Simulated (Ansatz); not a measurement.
```yaml
crystal:
  periodic: [false, false, false]
  atoms:
    - {symbol: O, position_ang: [-1.178444, 1.986221, 1.799339]}
    - {symbol: C, position_ang: [-0.602455, 0.904596, 1.170080]}
    - {symbol: N, position_ang: [-0.358183, 0.023442, 0.574899]}
    - {symbol: Si, position_ang: [0.839065, -0.771401, -0.525129]}
    - {symbol: Cl, position_ang: [0.913961, 0.261898, -2.357425]}
    - {symbol: H, position_ang: [0.306821, -2.258047, -0.930450]}
basis:
  gaussian: {orbitals: def2-mTZVP}
magnetization: {spin_polarized: true, initial_magnetization: 7}
hamiltonian: {xc: {name: rPW86-PBE}, pseudopotentials: {relativity: scalar}}
```

```sh
$ ansatz run in.yaml --threads 4 --pin off --events-out ev --progress --plain --max-ram 10444MiB
```

Output, abridged:

```
Functional definition: rPW86-PBE
961 factors; their error is unknown
mean field evaluation 1: about -24977.8616 eV, gradient 1.0e2 eV
mean field evaluation 2: about -23224.1531 eV, gradient 3.3e2 eV
mean field evaluation 4: about -25039.0473 eV, gradient 4.1e1 eV
mean field evaluation 8: about -25050.8950 eV, gradient 9.5e0 eV
mean field evaluation 16: about -25051.3175 eV, gradient 3.1e-2 eV
mean field -25051.31754698 eV, -920.6189394587 hartree, gradient 2.3e-5 eV, S^2 15.757577; 8 other end points of the search recorded, 0 dependent functions left out
reference -25051.31765743 eV, -920.6189435174 hartree; 30, 23 occupied and 79, 86 virtual orbitals, 961 factors
Total energy: -25051.31765743 eV, -920.6189435174 hartree
Relativity: scalar
```

Task: What is wrong with this run?

Result: The spin is set far too high for this molecule. The run converged. The result belongs to that input, not to the molecule as meant.
